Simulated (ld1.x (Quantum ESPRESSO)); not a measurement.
# germanium, TM: configuration errors across variants

* Element: Ge
* Generator: ld1.x (Quantum ESPRESSO) 7.5
* Type: norm-conserving Troullier–Martins (Kleinman–Bylander form)
* Functional: PBEsol
* Relativity: scalar-relativistic
* Frozen core: [Ar]
* Valence charge: 14
* Reference configuration: 3d10 4s2 4p2
* Partial waves: 4s (bound): rc 1.30 bohr; 3d (bound): rc 1.05 bohr; 4p (bound): rc 1.65 bohr
* Local potential: the p channel
* Core correction: Bessel-smoothed model core inside 0.65 bohr

All-electron excitation energies from the reference (eV): (1) 3d10 4s2 4p1 7.453; (2) 3d10 4s2 4p0 22.902; (3) 3d10 4s1 4p0 57.690; (4) 3d9 4s2 4p2 38.691; (5) 3d10 4s2 4p2.3 -0.883; (6) 3d10 4s2 4p1.5 2.805; (7) 3d10 4s1 4p3 7.981.

1 further variants failed, have other tests or too few solved ones, and are left out.

A true bound ghost makes a file unfit for plane-wave use even where its test errors are small: the radial tests pick states by their node count and pass the ghost by.

Errors AE − PS in meV (a dash: test not solved or not reliable):

```csv
change,(1),(2),(3),(4),(5),(6),(7),bound ghosts
base,-1.5,-13,-43,-824,+0.1,-0.4,-1.9,s
wave 4s (bound): rc 1.30 bohr becomes 4s (bound): rc 1.00 bohr,-2.7,-20,-18,-578,0.0,-0.6,-20,s
wave 4s (bound): rc 1.30 bohr becomes 4s (bound): rc 1.06 bohr,-2.3,-17,-20,-567,+0.1,-0.5,-12,s
wave 4s (bound): rc 1.30 bohr becomes 4s (bound): rc 1.36 bohr,-1.4,-13,-45,-873,+0.1,-0.4,-2.0,none
wave 4s (bound): rc 1.30 bohr becomes 4s (bound): rc 1.42 bohr,-1.3,-12,-46,-901,+0.1,-0.3,-2.2,none
wave 4s (bound): rc 1.30 bohr becomes 4s (bound): rc 1.58 bohr,-1.2,-11,-46,-923,+0.1,-0.3,-2.1,s
wave 4s (bound): rc 1.30 bohr becomes 4s (bound): rc 1.72 bohr,-1.3,-11,-46,-922,+0.1,-0.3,-2.2,s
wave 4s (bound): rc 1.30 bohr becomes 4s (bound): rc 1.80 bohr,-1.3,-12,-46,-913,+0.1,-0.3,-2.5,none
wave 4s (bound): rc 1.30 bohr becomes 4s (bound): rc 1.96 bohr,-1.3,-11,-48,-870,+0.1,-0.3,-4.4,none
```

Question: Give the same row for: wave 4s (bound): rc 1.30 bohr becomes 4s (bound): rc 1.18 bohr.

Answer: -1.7, -15, -33, -667, +0.1, -0.4, -3.2; bound ghosts: s.
